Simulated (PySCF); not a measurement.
C2H2F, doublet, at a GFN2-xTB geometry. Base run: PySCF with TPSS/3-21G.

Here is a job for PySCF.
```python
from pyscf import gto, scf, dft

mol = gto.M(
    atom='''
C     0.038313    0.377487   -0.001989
C     1.239353   -0.086885   -0.037293
F    -1.073317   -0.381698    0.033302
H    -0.247823    1.437296    0.004333
H     2.241676    0.254371   -0.068359
''',
    basis='3-21g',
    charge=0,
    spin=1,
    verbose=4,
)

mf = dft.UKS(mol)
mf.xc = 'tpss'
mf.kernel()
```

The base run was repeated with changes; each row names its change, and settings that it needs were set with it.

```tsv
change	ΔE vs base (mEh)	grid points	electrons on the grid
base	0.000	62120	23.00000
grids.atom_grid = (75, 302)	0.000	72176	23.00000
grids.atom_grid = (30, 110)	0.195	12304	23.00038
grids.becke_scheme = stratmann	-0.007	62120	23.00000
grids.level = 1	0.004	20608	23.00003
grids.prune = dft.gen_grid.treutler_prune	-0.004	53728	23.00001
grids.level = 5	-0.002	176920	23.00000
grids.atom_grid = (50, 194)	-0.027	32976	23.00006
grids.level = 0	33.244	4504	22.99334
grids.prune = dft.gen_grid.sg1_prune	0.004	27624	23.00004
grids.atom_grid = (150, 974)	-0.002	402544	23.00000
```

Open shells are given as the SCF converged; they aren't shown to be the lowest states, and a large step between rows can be another state.
